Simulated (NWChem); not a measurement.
System: PbNH$_{2}$F, singlet; SMILES [Pb]([F])[NH2]

NWChem printed, in part:

```
             Northwest Computational Chemistry Package (NWChem) 7.3.0
             --------------------------------------------------------

 CS  symmetry detected

                             Geometry "geometry" -> ""
                             -------------------------

 Output coordinates in angstroms (scale by  1.889725989 to convert to a.u.)

  No.       Tag          Charge          X              Y              Z
 ---- ---------------- ---------- -------------- -------------- --------------
    1 Pb                  82.0000     0.27204080     0.02309621     0.00000000
    2 F                    9.0000    -0.97982107    -1.62156632     0.00000000
    3 N                    7.0000    -1.39419565     1.33893344     0.00000000
    4 H                    1.0000    -2.34331663     0.97327305     0.00000000
    5 H                    1.0000    -1.38626961     2.35440074     0.00000000

 Effective nuclear repulsion energy (a.u.)     384.3453872758

      Symmetry information
      --------------------

 Group name             Cs
 Group number              2
 Group order               2
 No. of unique centers     5

 Summary of "ao basis" -> "ao basis" (spherical)
 ------------------------------------------------------------------------------
       Tag                 Description            Shells   Functions and Types
 ---------------- ------------------------------  ------  ---------------------
 Pb                         def2-svp                10       26   4s4p2d
 F                          def2-svp                 6       14   3s2p1d
 N                          def2-svp                 6       14   3s2p1d
 H                          def2-svp                 3        5   2s1p

      Symmetry analysis of basis
      --------------------------

        a'         46
        a"         18

            General Information
            -------------------
          SCF calculation type: DFT
          Wavefunction type:  closed shell.
          No. of atoms     :     5
          No. of electrons :    40
           Alpha electrons :    20
            Beta electrons :    20
          Charge           :     0
          Spin multiplicity:     1
          Use of symmetry is: on ; symmetry adaption is: on
          Maximum number of iterations: 150
          AO basis - number of functions:    64
                     number of shells:    28
          Convergence on energy requested:  1.00D-06
          Convergence on density requested:  1.00D-05
          Convergence on gradient requested:  5.00D-04

              XC Information
              --------------
          PerdewBurkeErnzerhof Exchange Functional  1.000
            Perdew 1991 LDA Correlation Functional  1.000 local
           PerdewBurkeErnz. Correlation Functional  1.000 non-local

             Grid Information
             ----------------
          Grid used for XC integration:  medium
          Radial quadrature: Mura-Knowles
          Angular quadrature: Lebedev.
          Tag              B.-S. Rad. Rad. Pts. Rad. Cut. Ang. Pts.
          ---              ---------- --------- --------- ---------
          Pb                  1.80      123           9.0       590
          F                   0.50       49          11.0       434
          N                   0.65       49           8.0       434
          H                   0.35       45          10.0       434
          Grid pruning is: on
          Number of quadrature shells:   311
          Spatial weights used:  Erf1

      Superposition of Atomic Density Guess
      -------------------------------------

 Sum of atomic energies:        -373.89534425

      Non-variational initial energy
      ------------------------------

 Total energy =    -346.543310
 1-e energy   =    -786.374827
 2-e energy   =     320.929200
 HOMO         =      -0.331819
 LUMO         =      -0.034969

      Symmetry analysis of molecular orbitals - initial
      -------------------------------------------------

  Numbering of irreducible representations:

     1 a'          2 a"

  Orbital symmetries:

     1 a'          2 a'          3 a'          4 a'          5 a'
     6 a"          7 a'          8 a'          9 a'         10 a'
    11 a"         12 a"         13 a'         14 a'         15 a'
    16 a"         17 a'         18 a'         19 a'         20 a"
    21 a"         22 a'         23 a'         24 a'         25 a'
    26 a'         27 a"         28 a'         29 a'         30 a'

     ---------------------------------------------
      Total Density - Mulliken Population Analysis
     ---------------------------------------------

    Atom       Charge   Shell Charges
 -----------   ------   -------------------------------------------------------
    1 Pb  22    20.63   2.99 -0.94  1.19  0.70  3.38  2.61  0.44  0.21  9.75  0.31
    2 F    9     9.81   1.99  1.16  0.81  3.59  2.25  0.00
    3 N    7     8.02   1.99  1.05  0.52  2.60  1.86  0.01
    4 H    1     0.78   0.60  0.13  0.05
    5 H    1     0.77   0.60  0.13  0.05

   convergence    iter        energy       DeltaE   RMS-Dens  Diis-err
 ---------------- ----- ----------------- --------- --------- ---------
 d= 0,ls=0.0,diis     1   -348.3083976480 -4.67D+02  5.35D-02  1.03D+00
 d= 0,ls=0.0,diis     2   -345.2636748526  3.04D+00  4.18D-02  2.77D+01
 d= 0,ls=0.0,diis     3   -348.0161732843 -2.75D+00  2.16D-02  2.74D+00
 d= 0,ls=0.0,diis     4   -348.4086027089 -3.92D-01  5.17D-03  3.68D-01
 d= 0,ls=0.0,diis     5   -348.4528405180 -4.42D-02  1.80D-03  2.80D-03
  Resetting Diis
 d= 0,ls=0.0,diis     6   -348.4531723283 -3.32D-04  6.50D-04  1.89D-03
 d= 0,ls=0.0,diis     7   -348.4535391673 -3.67D-04  4.37D-04  7.37D-05
 d= 0,ls=0.0,diis     8   -348.4534111979  1.28D-04  3.12D-04  1.01D-03
 d= 0,ls=0.0,diis     9   -348.4535505090 -1.39D-04  2.97D-05  2.70D-06
 d= 0,ls=0.0,diis    10   -348.4535508867 -3.78D-07  5.92D-06  4.32D-07

         Total DFT energy =     -348.453550886722
      One electron energy =     -789.405845161301
           Coulomb energy =      356.120118211962
    Exchange-Corr. energy =      -34.070141630116
 Nuclear repulsion energy =      118.902317692734

 Numeric. integr. density =       40.000000583558

                  Occupations of the irreducible representations
                  ----------------------------------------------

                     irrep           alpha         beta
                     --------     --------     --------
                     a'               15.0         15.0
                     a"                5.0          5.0

                       DFT Final Molecular Orbital Analysis
                       ------------------------------------

 Vector   18  Occ=2.000000D+00  E=-2.629701D-01  Symmetry=a'
              MO Center= -6.1D-01, -1.3D+00,  7.0D-16, r^2= 1.9D+00
   Bfn.  Coefficient  Atom+Function         Bfn.  Coefficient  Atom+Function
  ----- ------------  ---------------      ----- ------------  ---------------
    31      0.565549  2 F  py                34     -0.401660  2 F  py
    11      0.225463  1 Pb px                 3      0.211267  1 Pb s
     4      0.164955  1 Pb s                  1     -0.157861  1 Pb s
    30     -0.152895  2 F  px                14      0.119238  1 Pb px
    33      0.106921  2 F  px                 8     -0.079819  1 Pb px

 Vector   19  Occ=2.000000D+00  E=-2.377934D-01  Symmetry=a'
              MO Center= -5.4D-01, -4.6D-01,  7.5D-16, r^2= 3.3D+00
   Bfn.  Coefficient  Atom+Function         Bfn.  Coefficient  Atom+Function
  ----- ------------  ---------------      ----- ------------  ---------------
    30      0.471702  2 F  px                33     -0.340827  2 F  px
     3      0.323464  1 Pb s                 43     -0.280043  3 N  s
     4      0.276694  1 Pb s                  1     -0.234223  1 Pb s
    11      0.228522  1 Pb px                44      0.221179  3 N  px
    45     -0.151861  3 N  py                47     -0.151644  3 N  px

 Vector   20  Occ=2.000000D+00  E=-2.043700D-01  Symmetry=a"
              MO Center= -1.2D+00,  1.1D+00,  1.3D-15, r^2= 1.8D+00
   Bfn.  Coefficient  Atom+Function         Bfn.  Coefficient  Atom+Function
  ----- ------------  ---------------      ----- ------------  ---------------
    46      0.533498  3 N  pz                49     -0.455434  3 N  pz
    13     -0.172602  1 Pb pz                32     -0.169811  2 F  pz
    16     -0.148907  1 Pb pz                35      0.129193  2 F  pz
    18      0.074921  1 Pb d -1              10      0.063394  1 Pb pz
     7      0.061833  1 Pb pz                20      0.051022  1 Pb d  1

 Vector   21  Occ=0.000000D+00  E=-8.584662D-02  Symmetry=a"
              MO Center=  1.1D-01,  1.4D-01, -1.3D-15, r^2= 3.8D+00
   Bfn.  Coefficient  Atom+Function         Bfn.  Coefficient  Atom+Function
  ----- ------------  ---------------      ----- ------------  ---------------
    13      0.554061  1 Pb pz                16      0.542770  1 Pb pz
    49     -0.265015  3 N  pz                46      0.263119  3 N  pz
    10     -0.183327  1 Pb pz                 7     -0.177390  1 Pb pz
    32      0.173151  2 F  pz                35     -0.142688  2 F  pz
    20      0.063658  1 Pb d  1              25     -0.059233  1 Pb d  1

 Vector   22  Occ=0.000000D+00  E=-3.042280D-02  Symmetry=a'
              MO Center=  3.6D-01,  1.0D-01, -1.6D-15, r^2= 4.4D+00
   Bfn.  Coefficient  Atom+Function         Bfn.  Coefficient  Atom+Function
  ----- ------------  ---------------      ----- ------------  ---------------
    15      0.753540  1 Pb py                12      0.399058  1 Pb py
    43     -0.279261  3 N  s                 29      0.259649  2 F  s
     3     -0.225954  1 Pb s                 14      0.194401  1 Pb px
    30     -0.187892  2 F  px                33      0.155222  2 F  px
    56      0.155448  4 H  s                  9     -0.146967  1 Pb py

 Vector   23  Occ=0.000000D+00  E= 1.848052D-03  Symmetry=a'
              MO Center= -1.1D-01,  4.0D-01, -3.8D-16, r^2= 5.8D+00
   Bfn.  Coefficient  Atom+Function         Bfn.  Coefficient  Atom+Function
  ----- ------------  ---------------      ----- ------------  ---------------
    43      0.878374  3 N  s                 14      0.781120  1 Pb px
    61     -0.442459  5 H  s                  3     -0.365944  1 Pb s
    11      0.302656  1 Pb px                42      0.239411  3 N  s
    15     -0.206505  1 Pb py                56     -0.186341  4 H  s
     1      0.185078  1 Pb s                 31     -0.162641  2 F  py

     ---------------------------------------------
      Total Density - Mulliken Population Analysis
     ---------------------------------------------

    Atom       Charge   Shell Charges
 -----------   ------   -------------------------------------------------------
    1 Pb  22    21.38   3.01 -0.94  1.34  0.52  3.37  2.65  0.87  0.44  9.66  0.46
    2 F    9     9.43   1.99  1.12  0.85  3.30  2.18  0.00
    3 N    7     7.43   1.99  0.99  0.51  2.39  1.55  0.01
    4 H    1     0.88   0.70  0.13  0.04
    5 H    1     0.89   0.71  0.13  0.05

     -------------------------------------------
      Total Density - Lowdin Population Analysis
     -------------------------------------------

    Atom       Charge   Shell Charges
 -----------   ------   -------------------------------------------------------
    1 Pb  22    21.53   1.49  0.48  1.08  0.77  3.09  2.71  1.06  0.62  9.30  0.95
    2 F    9     9.35   1.98  1.04  0.83  3.20  2.30  0.00
    3 N    7     7.24   1.97  0.74  0.47  2.20  1.83  0.02
    4 H    1     0.94   0.59  0.22  0.13
    5 H    1     0.95   0.60  0.22  0.13

     Multipole analysis of the density
     ---------------------------------

     L   x y z        total         alpha         beta         nuclear
     -   - - -        -----         -----         ----         -------
     0   0 0 0     -0.000000    -20.000000    -20.000000     40.000000

     1   1 0 0      0.615817     15.730385     15.730385    -30.844954
     1   0 1 0      1.099695      1.859212      1.859212     -2.618730
     1   0 0 1      0.000000      0.000000      0.000000      0.000000

     2   2 0 0    -27.703947    -69.717573    -69.717573    111.731199
     2   1 1 0     -2.649304      6.127865      6.127865    -14.905034
     2   1 0 1     -0.000000     -0.000000     -0.000000      0.000000
     2   0 2 0    -29.685288    -91.114675    -91.114675    152.544062
     2   0 1 1     -0.000000     -0.000000     -0.000000      0.000000
     2   0 0 2    -27.787449    -13.893725    -13.893725      0.000000
```

Level: PBE/def2-SVP with def2 effective core potentials on Pb. Low-valent species are run as closed-shell singlets; no triplet was tried in these runs. Coordinates come from a PBE0/def2-SVP optimisation. def2 effective core potentials on Pb; no spin-orbit coupling.

Problem. Write an input that gives this output.

Solution. This is not unique; one that fits is the input that was run:
```
start job
memory heap 200 mb stack 900 mb global 1100 mb
geometry units angstroms noautoz
  Pb     0.281077     0.029465     0.000000
  F     -0.956784    -1.625761     0.000000
  N     -1.396265     1.331116     0.000000
  H     -2.342249     0.957415     0.000000
  H     -1.396956     2.346614     0.000000
end
basis spherical
  Pb library def2-svp
  F library def2-svp
  N library def2-svp
  H library def2-svp
end
ecp
  Pb library def2-ecp
end
dft
  xc xpbe96 cpbe96
  iterations 150
  mulliken
end
task dft energy
```
